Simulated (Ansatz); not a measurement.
A short molecular-dynamics run on C2H8GeO, SMILES `CC[O][GeH3]`.

```yaml
crystal:
  periodic: [false, false, false]
  atoms:
    - {symbol: C, position_ang: [-1.130133, 1.565170, 0.244004]}
    - {symbol: C, position_ang: [-0.118528, 0.469332, 0.474448]}
    - {symbol: O, position_ang: [-0.077298, -0.364018, -0.664329]}
    - {symbol: Ge, position_ang: [1.049836, -1.740047, -0.651196]}
    - {symbol: H, position_ang: [-2.120129, 1.138913, 0.070270]}
    - {symbol: H, position_ang: [-1.183493, 2.226837, 1.112214]}
    - {symbol: H, position_ang: [-0.855255, 2.159368, -0.629693]}
    - {symbol: H, position_ang: [-0.392601, -0.111380, 1.368375]}
    - {symbol: H, position_ang: [0.871877, 0.908850, 0.667896]}
    - {symbol: H, position_ang: [2.487708, -1.210606, -0.480307]}
    - {symbol: H, position_ang: [0.849615, -2.427802, -2.004306]}
    - {symbol: H, position_ang: [0.695300, -2.669716, 0.526523]}
basis:
  gaussian: {orbitals: def2-SVP}
hamiltonian: {xc: {name: BLYP}, dispersion: d3bj}
md: {timestep: 1 fs, n_steps: 30, ensemble: nvt_nose_hoover, temperature: 1000, initial_velocities: maxwell_boltzmann, seed: 596}
```

```sh
$ ansatz run in.yaml --threads 4 --pin off --events-out ev --progress --plain --max-ram 10444MiB
```

| step | time (fs) | potential energy (eV) | kinetic (eV) | T (K) | conserved (eV) |
| --- | --- | --- | --- | --- | --- |
| 0 | 0.0 | -60759.2886 | 1.2926 | 1000 | -60757.9960 |
| 1 | 1.0 | -60759.1959 | 1.2049 | 932 | -60757.9910 |
| 2 | 2.0 | -60758.9278 | 0.9505 | 735 | -60757.9774 |
| 3 | 3.0 | -60758.6846 | 0.7167 | 554 | -60757.9680 |
| 4 | 4.0 | -60758.6077 | 0.6385 | 494 | -60757.9694 |
| 5 | 5.0 | -60758.6800 | 0.7026 | 544 | -60757.9778 |
| 6 | 6.0 | -60758.7745 | 0.7892 | 611 | -60757.9860 |
| 7 | 7.0 | -60758.7656 | 0.7788 | 603 | -60757.9878 |
| 8 | 8.0 | -60758.6315 | 0.6534 | 506 | -60757.9794 |
| 9 | 9.0 | -60758.4986 | 0.5303 | 410 | -60757.9700 |
| 10 | 10.0 | -60758.4993 | 0.5270 | 408 | -60757.9743 |
| 11 | 11.0 | -60758.5763 | 0.5951 | 460 | -60757.9838 |
| 12 | 12.0 | -60758.5948 | 0.6149 | 476 | -60757.9831 |
| 13 | 13.0 | -60758.5557 | 0.5840 | 452 | -60757.9755 |
| 14 | 14.0 | -60758.5636 | 0.5963 | 461 | -60757.9717 |
| 15 | 15.0 | -60758.6757 | 0.7060 | 546 | -60757.9749 |
| 16 | 16.0 | -60758.8470 | 0.8715 | 674 | -60757.9818 |
| 17 | 17.0 | -60758.9729 | 0.9920 | 767 | -60757.9886 |
| 18 | 18.0 | -60758.9546 | 0.9736 | 753 | -60757.9902 |
| 19 | 19.0 | -60758.7823 | 0.8120 | 628 | -60757.9808 |
| 20 | 20.0 | -60758.6068 | 0.6516 | 504 | -60757.9669 |
| 21 | 21.0 | -60758.6261 | 0.6702 | 519 | -60757.9687 |
| 22 | 22.0 | -60758.8138 | 0.8438 | 653 | -60757.9843 |
| 23 | 23.0 | -60758.9466 | 0.9713 | 751 | -60757.9912 |
| 24 | 24.0 | -60758.9078 | 0.9405 | 728 | -60757.9850 |
| 25 | 25.0 | -60758.7724 | 0.8154 | 631 | -60757.9766 |
| 26 | 26.0 | -60758.6619 | 0.7097 | 549 | -60757.9733 |
| 27 | 27.0 | -60758.6287 | 0.6764 | 523 | -60757.9750 |
| 28 | 28.0 | -60758.6480 | 0.6930 | 536 | -60757.9793 |
| 29 | 29.0 | -60758.6557 | 0.6992 | 541 | -60757.9824 |
| 30 | 30.0 | -60758.6128 | 0.6615 | 512 | -60757.9789 |

Velocities are drawn at the set temperature; a run this short doesn't reach equilibrium.

Frames (Å, forces in eV/Å):

```xyz
12
time=0.0 fs
C    -1.130    1.565    0.244    0.015    0.032    0.074
C    -0.119    0.469    0.474   -0.073    0.093    0.003
O    -0.077   -0.364   -0.664   -0.425    0.142   -0.554
Ge    1.050   -1.740   -0.651    0.327   -0.441   -0.058
H    -2.120    1.139    0.070   -0.504   -0.205   -0.101
H    -1.183    2.227    1.112   -0.047    0.347    0.421
H    -0.855    2.159   -0.630    0.123    0.301   -0.448
H    -0.393   -0.111    1.368   -0.113   -0.262    0.498
H     0.872    0.909    0.668    0.500    0.233    0.158
H     2.488   -1.211   -0.480    0.288    0.084    0.023
H     0.850   -2.428   -2.004   -0.033   -0.122   -0.236
H     0.695   -2.670    0.527   -0.060   -0.199    0.218
12
time=2.0 fs
C    -1.128    1.554    0.235   -1.437    1.192    0.278
C    -0.111    0.462    0.483    0.493    0.850   -0.837
O    -0.062   -0.371   -0.669   -0.438    0.928   -0.136
Ge    1.047   -1.738   -0.652    2.194    0.942   -0.410
H    -2.186    1.117    0.039    1.289    0.424    0.381
H    -1.169    2.204    1.197   -0.144   -0.550   -1.267
H    -0.911    2.213   -0.673    0.090   -0.564    0.877
H    -0.444   -0.096    1.350   -0.098   -0.640    0.916
H     0.904    0.924    0.726   -0.523   -0.329   -0.167
H     2.598   -1.249   -0.471   -0.906   -0.247   -0.256
H     0.737   -2.421   -1.923   -0.060   -0.641   -1.186
H     0.701   -2.532    0.505   -0.460   -1.365    1.808
12
time=4.0 fs
C    -1.131    1.547    0.227   -1.657    1.439    0.447
C    -0.102    0.458    0.489    0.056    0.630   -0.509
O    -0.048   -0.376   -0.674   -0.488    1.627    0.197
Ge    1.045   -1.735   -0.652    2.859    0.572   -0.481
H    -2.206    1.109    0.021    1.656    0.457    0.541
H    -1.159    2.163    1.236   -0.266   -0.563   -1.727
H    -0.962    2.246   -0.686    0.283   -0.864    1.273
H    -0.498   -0.103    1.363    0.331   -0.258    0.182
H     0.918    0.928    0.778   -0.908   -0.585   -0.390
H     2.675   -1.297   -0.471   -1.455   -0.328   -0.413
H     0.622   -2.437   -1.884    0.034   -0.692   -1.126
H     0.689   -2.443    0.549   -0.445   -1.435    2.007
12
time=6.0 fs
C    -1.138    1.545    0.221   -0.622    0.702    0.668
C    -0.093    0.455    0.493   -1.150    0.057   -0.147
O    -0.036   -0.377   -0.679   -0.504    2.051    0.379
Ge    1.044   -1.732   -0.653    2.196   -1.180    0.273
H    -2.165    1.118    0.024    0.611   -0.070    0.364
H    -1.160    2.101    1.211   -0.375    0.139   -0.877
H    -1.002    2.248   -0.652    0.595   -0.392    0.606
H    -0.539   -0.120    1.384    0.765    0.188   -0.620
H     0.899    0.910    0.816   -0.450   -0.407   -0.389
H     2.698   -1.357   -0.487   -1.510   -0.266   -0.466
H     0.509   -2.478   -1.887    0.412   -0.253   -0.226
H     0.662   -2.407    0.665    0.033   -0.569    0.435
12
time=8.0 fs
C    -1.147    1.544    0.216    1.362   -0.642    0.643
C    -0.087    0.452    0.496   -2.405   -0.341   -0.408
O    -0.024   -0.372   -0.683   -0.469    2.163    0.396
Ge    1.045   -1.729   -0.654    1.039   -2.582    0.844
H    -2.105    1.123    0.039   -1.461   -1.012   -0.111
H    -1.175    2.047    1.157   -0.441    1.286    1.126
H    -1.020    2.237   -0.598    0.873    0.634   -0.759
H    -0.551   -0.130    1.382    0.800    0.240   -0.768
H     0.864    0.878    0.839    0.591    0.101   -0.150
H     2.663   -1.427   -0.520   -1.098   -0.105   -0.440
H     0.412   -2.530   -1.898    0.807    0.204    0.552
H     0.636   -2.394    0.798    0.402    0.054   -0.925
12
time=10.0 fs
C    -1.153    1.542    0.214    1.554   -1.137    0.718
C    -0.090    0.449    0.499   -2.399   -0.051   -0.929
O    -0.014   -0.363   -0.686   -0.407    2.030    0.248
Ge    1.046   -1.728   -0.654   -0.448   -3.281    1.038
H    -2.095    1.091    0.051   -1.583   -0.966   -0.338
H    -1.207    2.039    1.142   -0.419    1.448    1.654
H    -1.005    2.248   -0.569    0.789    0.812   -1.151
H    -0.535   -0.133    1.353    0.375   -0.148   -0.201
H     0.851    0.848    0.856    1.034    0.411   -0.039
H     2.589   -1.500   -0.571   -0.050    0.139   -0.360
H     0.346   -2.574   -1.890    1.010    0.453    0.889
H     0.625   -2.379    0.898    0.544    0.289   -1.529
12
time=12.0 fs
C    -1.154    1.536    0.214   -0.260   -0.040    1.233
C    -0.099    0.446    0.498   -0.738    0.877   -1.142
O    -0.004   -0.349   -0.688   -0.330    1.742   -0.031
Ge    1.047   -1.728   -0.654   -2.120   -3.412    1.185
H    -2.140    1.026    0.051    0.402    0.280   -0.208
H    -1.255    2.082    1.184   -0.165    0.200   -0.235
H    -0.961    2.286   -0.581    0.257   -0.355   -0.059
H    -0.504   -0.142    1.317   -0.222   -0.712    0.699
H     0.873    0.834    0.871    0.186    0.232   -0.311
H     2.513   -1.569   -0.635    1.456    0.383   -0.304
H     0.317   -2.601   -1.848    0.972    0.475    0.842
H     0.634   -2.354    0.941    0.562    0.331   -1.671
12
time=14.0 fs
C    -1.155    1.530    0.218   -1.297    0.968    1.358
C    -0.111    0.445    0.494    0.602    1.039   -0.432
O     0.004   -0.331   -0.690   -0.237    1.380   -0.384
Ge    1.046   -1.731   -0.653   -2.535   -2.897    1.474
H    -2.172    0.970    0.043    1.455    1.087   -0.141
H    -1.308    2.135    1.218    0.164   -0.762   -1.453
H    -0.907    2.312   -0.596   -0.261   -1.228    0.759
H    -0.481   -0.176    1.305   -0.329   -0.577    0.735
H     0.903    0.828    0.874   -0.735    0.042   -0.518
H     2.491   -1.623   -0.711    2.012    0.466   -0.325
H     0.325   -2.610   -1.775    0.653    0.222    0.406
H     0.664   -2.316    0.921    0.508    0.259   -1.478
12
time=16.0 fs
C    -1.160    1.527    0.227   -1.170    1.095    1.162
C    -0.121    0.447    0.488    0.845    0.207    0.879
O     0.012   -0.309   -0.694   -0.139    0.944   -0.761
Ge    1.045   -1.734   -0.652   -0.820   -1.660    1.460
H    -2.153    0.954    0.029    1.168    1.091   -0.218
H    -1.356    2.160    1.201    0.338   -0.940   -1.344
H    -0.862    2.293   -0.584   -0.470   -1.162    0.677
H    -0.469   -0.230    1.320   -0.033    0.279   -0.092
H     0.907    0.824    0.858   -0.933    0.081   -0.412
H     2.542   -1.660   -0.799    0.824    0.419   -0.232
H     0.358   -2.612   -1.687    0.048   -0.360   -0.428
H     0.714   -2.269    0.845    0.343    0.006   -0.693
12
time=18.0 fs
C    -1.169    1.527    0.239    0.117    0.293    0.721
C    -0.129    0.450    0.486    0.375   -0.575    1.599
O     0.020   -0.285   -0.699   -0.040    0.413   -1.104
Ge    1.043   -1.739   -0.649    1.271   -0.028    0.292
H    -2.091    0.977    0.006   -0.369    0.245   -0.526
H    -1.391    2.151    1.135    0.197   -0.210    0.054
H    -0.834    2.231   -0.548   -0.233   -0.225   -0.252
H    -0.459   -0.275    1.331    0.122    0.869   -0.607
H     0.876    0.824    0.827   -0.324    0.340   -0.015
H     2.623   -1.681   -0.896   -0.611    0.367    0.019
H     0.392   -2.628   -1.616   -0.544   -0.967   -1.221
H     0.777   -2.222    0.745    0.041   -0.521    1.038
12
time=20.0 fs
C    -1.178    1.529    0.253    1.494   -1.082   -0.118
C    -0.135    0.452    0.488   -0.362   -0.840    1.504
O     0.028   -0.260   -0.707    0.083   -0.174   -1.302
Ge    1.042   -1.744   -0.647    2.070    0.904   -1.777
H    -2.044    1.010   -0.038   -1.874   -0.716   -0.873
H    -1.420    2.136    1.073   -0.248    1.074    1.973
H    -0.814    2.161   -0.523    0.256    0.869   -1.281
H    -0.445   -0.288    1.321    0.061    0.823   -0.484
H     0.835    0.838    0.795    0.661    0.678    0.461
H     2.684   -1.687   -0.992   -1.383    0.325    0.267
H     0.407   -2.679   -1.589   -0.580   -0.853   -1.132
H     0.841   -2.195    0.685   -0.178   -1.008    2.762
12
time=22.0 fs
C    -1.182    1.527    0.267    0.400   -1.020   -0.891
C    -0.143    0.450    0.495   -0.081   -0.146    0.855
O     0.036   -0.236   -0.718    0.239   -0.697   -1.193
Ge    1.041   -1.748   -0.645    1.539    0.331   -2.110
H    -2.061    1.019   -0.112   -0.849   -0.204   -0.270
H    -1.457    2.157    1.079   -0.114    0.687    1.363
H    -0.786    2.122   -0.542    0.124    0.802   -0.734
H    -0.428   -0.271    1.294   -0.173    0.118    0.241
H     0.816    0.876    0.780    0.719    0.585    0.575
H     2.692   -1.682   -1.079   -1.579    0.291    0.439
H     0.400   -2.761   -1.603   -0.172   -0.059   -0.295
H     0.900   -2.205    0.724   -0.053   -0.688    2.021
12
time=24.0 fs
C    -1.185    1.522    0.278   -1.279    0.414   -1.499
C    -0.151    0.449    0.504    1.089    1.141    0.021
O     0.044   -0.213   -0.731    0.381   -1.029   -0.713
Ge    1.042   -1.752   -0.645    0.703   -0.664   -0.948
H    -2.110    1.021   -0.196    0.746    0.565    0.762
H    -1.497    2.203    1.135    0.493   -0.723   -0.577
H    -0.754    2.111   -0.587   -0.451    0.144    0.666
H    -0.419   -0.250    1.277   -0.386   -0.744    1.038
H     0.822    0.935    0.787   -0.197   -0.052    0.350
H     2.641   -1.665   -1.149   -1.325    0.267    0.501
H     0.387   -2.846   -1.629    0.159    0.651    0.448
H     0.957   -2.240    0.837    0.067    0.029   -0.048
12
time=26.0 fs
C    -1.192    1.518    0.284   -1.734    1.172   -1.843
C    -0.155    0.451    0.514    1.426    1.303    0.013
O     0.053   -0.192   -0.747    0.482   -1.172   -0.008
Ge    1.043   -1.757   -0.645   -0.228   -1.132    0.018
H    -2.134    1.042   -0.252    1.210    0.644    1.253
H    -1.520    2.223    1.171    0.732   -1.270   -1.370
H    -0.739    2.108   -0.609   -0.687   -0.092    1.314
H    -0.423   -0.255    1.296   -0.194   -0.551    0.656
H     0.821    0.992    0.807   -0.781   -0.619    0.146
H     2.541   -1.637   -1.200   -0.526    0.273    0.358
H     0.380   -2.907   -1.639    0.265    0.977    0.803
H     1.016   -2.274    0.951    0.035    0.467   -1.341
12
time=28.0 fs
C    -1.204    1.517    0.285   -0.980    0.882   -1.576
C    -0.155    0.457    0.524    0.684    0.451    0.433
O     0.064   -0.174   -0.762    0.547   -1.217    0.716
Ge    1.044   -1.762   -0.645   -1.442   -1.120    0.797
H    -2.113    1.087   -0.262    0.519    0.128    0.995
H    -1.515    2.196    1.158    0.494   -0.823   -0.886
H    -0.749    2.102   -0.582   -0.411    0.217    0.943
H    -0.434   -0.279    1.339    0.179    0.303   -0.426
H     0.793    1.028    0.833   -0.583   -0.751    0.080
H     2.421   -1.599   -1.239    0.840    0.349   -0.094
H     0.382   -2.932   -1.619    0.193    0.954    0.834
H     1.076   -2.292    1.016   -0.041    0.626   -1.816
12
time=30.0 fs
C    -1.219    1.520    0.281    0.947   -0.331   -0.866
C    -0.153    0.464    0.536   -0.585   -0.389    0.125
O     0.076   -0.159   -0.776    0.579   -1.211    1.335
Ge    1.044   -1.768   -0.644   -2.152   -0.690    1.402
H    -2.076    1.136   -0.236   -1.255   -0.852   -0.069
H    -1.493    2.141    1.115   -0.176    0.529    0.884
H    -0.773    2.105   -0.522    0.282    0.943   -0.235
H    -0.439   -0.293    1.366    0.306    0.703   -0.968
H     0.744    1.035    0.862    0.296   -0.367    0.185
H     2.333   -1.548   -1.281    1.896    0.436   -0.561
H     0.391   -2.921   -1.567   -0.034    0.600    0.578
H     1.135   -2.286    1.012   -0.104    0.630   -1.811
```

Run time 40 s (4 threads of an Arm Neoverse V1 on a shared host); peak host memory 0.49 GiB.
